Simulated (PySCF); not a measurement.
Species: C₆H₁₁O₂P.
SMILES with atom numbers: `[CH3:1][P@@:2](=[O:3])([OH:4])[C:5]1=[CH:6][CH2:7][CH2:8][CH2:9]1`

NICS is the negative of the GIAO shielding at a point without a nucleus: at the ring centre (0) and 1 Å above and below it (1); zz is the component along the ring normal. Level: GIAO PBE0/pcSseg-1 (PySCF, non-relativistic, gas phase) on the GFN2-xTB geometry, one conformer.

Ring bond lengths (Å), with Mayer bond orders in brackets: C5–C6 1.326 (1.83), C6–C7 1.497 (1.03), C7–C8 1.540 (1.03), C8–C9 1.539 (1.02), C9–C5 1.500 (1.02).

Question: Give the NICS values of each ring in ppm.

Answer: 
| ring | type | NICS(0) | NICS(1), two faces | NICS(1)zz, two faces | rms pucker (Å) | centre to ring atoms, mean (Å) |
| --- | --- | --- | --- | --- | --- | --- |
| C5–C6–C7–C8–C9 | 5-membered carbocycle; formal bonds 1 double, 4 single | -2.5 | -3.4 / -2.6 | -2.8 / -2.1 | 0.07 | 1.26 |

Question: What do they say, and how far can they be read as aromaticity?

Answer: 
- C5–C6–C7–C8–C9: mean NICS(1)zz -2.5 ppm, near zero. C7, C8, C9 have four or more neighbours, so the value isn't read as a sign of a π ring current.

Question: What is the mean of the two in-plane components of NICS at the second NICS(1) probe listed for ring C5–C6–C7–C8–C9, 1 Å off the ring?

Answer: The isotropic value is a third of the trace: (3 × -2.6 − (-2.1))/2 = -2.9 ppm.

Question: List the ring angles and the Hirshfeld charges of the ring atoms.

Answer: 
- C5–C6–C7–C8–C9: C5 112.2° (-0.063 e), C6 112.0° (-0.034 e), C7 103.8° (-0.067 e), C8 105.7° (-0.063 e), C9 103.6° (-0.070 e); sum 537.3° against 540° for a flat convex ring.

Question: What are the shieldings of the ring atoms and their hydrogens in the same run (means over atoms taken as equivalent)?

Answer: 
```tsv
atoms	environment	σ isotropic (ppm)
C5	fully substituted alkene carbon	38.6
C6	alkene CH carbon	37.9
C7	allylic carbon	148.4
C8	ring CH2 carbon	161.5
C9	allylic carbon	149.8
H on C6	vinylic hydrogen	25.29
H on C7	methylene hydrogen	29.14
H on C7	methylene hydrogen	29.02
H on C8	methylene hydrogen	29.84
H on C8	methylene hydrogen	29.63
H on C9	methylene hydrogen	29.18
H on C9	methylene hydrogen	28.79
```
